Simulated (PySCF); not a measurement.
**Pt(68+) (platinum, charge +68) across methods**

[Ne], closed-shell 1S. Calculation: PySCF 2.14, in an even-tempered Gaussian basis (17 s from 48 bohr⁻², ratio 2.2; 10 p from 63 bohr⁻², ratio 2.2; 5 d from 250 bohr⁻², ratio 2.4; 5 f from 370 bohr⁻², ratio 2.4; 4 g from 550 bohr⁻², ratio 2.4); no relativity, point nucleus.

| method | E (hartree) | mean ε 1s (eV) | mean ε 2s (eV) | mean ε 2p (eV) | Σ⟨r²⟩ (bohr²) | ⟨S²⟩ |
| --- | --- | --- | --- | --- | --- | --- |
| LDA | -11490.27 | -77186.4 | -17534.8 | -17165.3 | 0.04947 | 0.000 |
| TPSS | -11499.56 | -77283.8 | -17555.5 | -17174.8 | 0.04944 | 0.000 |
| PBE | -11498.47 | -77239.7 | -17545.3 | -17171.4 | 0.04944 | 0.000 |
| UHF | -11499.41774 | -77799.0 | -17748.2 | -17342.2 | 0.04939 | 0.000 |
| PBE0 | -11498.82 | -77379.7 | -17596.5 | -17214.6 | 0.04943 | 0.000 |
| r2SCAN | -11499.79 | -77317.4 | -17575.4 | -17192.6 | 0.04941 | 0.000 |

Question: Estimate the same row for revPBE.

Answer: E (hartree) = -11499.10; mean ε 1s (eV) = -77241.4; mean ε 2s (eV) = -17546.3; mean ε 2p (eV) = -17171.7; Σ⟨r²⟩ (bohr²) = 0.04944; ⟨S²⟩ = 0.000.

A non-relativistic calculation at this Z misses sizeable relativistic shifts. Spin-orbit coupling, which splits the p, d and f shells strongly at this Z, is absent.
